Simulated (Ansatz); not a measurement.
Reaction (substitution at a C–B bond): `CB(O)SCO` + `NC[SiH2]N` → `CN[SiH2]CN` + `OBSCO`

Calculated with Ansatz (gas phase, PBE0-D4/def2-TZVP geometries, no zero-point term in ΔE). CCSD(T)/CBS is the MP2 limit (def2-TZVPP, def2-QZVPP) plus CCSD(T) − MP2 in def2-TZVPP, frozen cores. One conformer a species, not always the lowest.

| species | CCSD(T)/CBS(def2) energy (Eh) |
| --- | --- |
| `CB(O)SCO` | -653.32157 |
| `NC[SiH2]N` | -441.37230 |
| `CN[SiH2]CN` | -480.61668 |
| `OBSCO` | -614.04342 |

Problem. Work out ΔE.

Solution. ΔE = (-480.61668) + (-614.04342) − (-653.32157) − (-441.37230) = 0.03377 Eh = +0.92 eV.

Largest T1 diagnostic among the species: 0.013.

In def2-TZVPP, CCSD(T) changes the Hartree–Fock value by +0.09 eV (the triples alone add +0.01 eV) and MP2 by +0.13 eV.
